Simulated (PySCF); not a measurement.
**J couplings in SMILES C#CCCBr, C4H5Br**

Geometry:
```tsv
atom	x (Å)	y (Å)	z (Å)
C1	2.352	-0.100	0.306
C2	1.227	-0.173	-0.137
C3	-0.141	-0.249	-0.632
C4	-1.128	0.285	0.396
Br5	-2.949	0.191	-0.267
H6	3.353	-0.042	0.690
H7	-0.234	0.324	-1.569
H8	-0.393	-1.293	-0.881
H9	-1.100	-0.300	1.324
H10	-0.933	1.338	0.633
```

[PySCF 2.14.0: indirect couplings; PBE0/pcJ-1 (dyall-v2z on Br), no solvent, Gaussian nuclear model, PBE0-D3(BJ)/def2-SVP geometry]

Non-relativistic values:
```
    coupling         atoms  J (Hz)
1J(79Br,13C)      Br5 – C4   -76.2
2J(79Br,13C)      Br5 – C3     8.4
 2J(79Br,1H)  Br5 – H9/H10    20.7
3J(79Br,13C)      Br5 – C2     7.1
 3J(79Br,1H)   Br5 – H7/H8     3.5
4J(79Br,13C)      Br5 – C1     1.0
 5J(79Br,1H)      Br5 – H6     0.8
```

**Question.** What do scalar relativity and two-component X2C with spin–orbit coupling give?

**Answer.** 
```
    coupling         atoms  scalar (Hz)  with spin–orbit (Hz)
1J(79Br,13C)      Br5 – C4        -92.0                 -80.0
2J(79Br,13C)      Br5 – C3          8.2                   7.3
 2J(79Br,1H)  Br5 – H9/H10         23.7                  21.3
3J(79Br,13C)      Br5 – C2          5.4                   6.7
 3J(79Br,1H)   Br5 – H7/H8          3.2                   3.6
4J(79Br,13C)      Br5 – C1          0.8                   1.0
 5J(79Br,1H)      Br5 – H6          0.9                   0.7
```

The largest listed coupling, 1J(79Br,13C), ends at 1.05 times its non-relativistic value: scalar relativity adds -15.8 Hz and spin–orbit coupling +11.9 Hz. Equivalent partners are averaged, as under fast rotation. Couplings to strongly quadrupolar nuclei (79Br) are seldom resolved in solution.
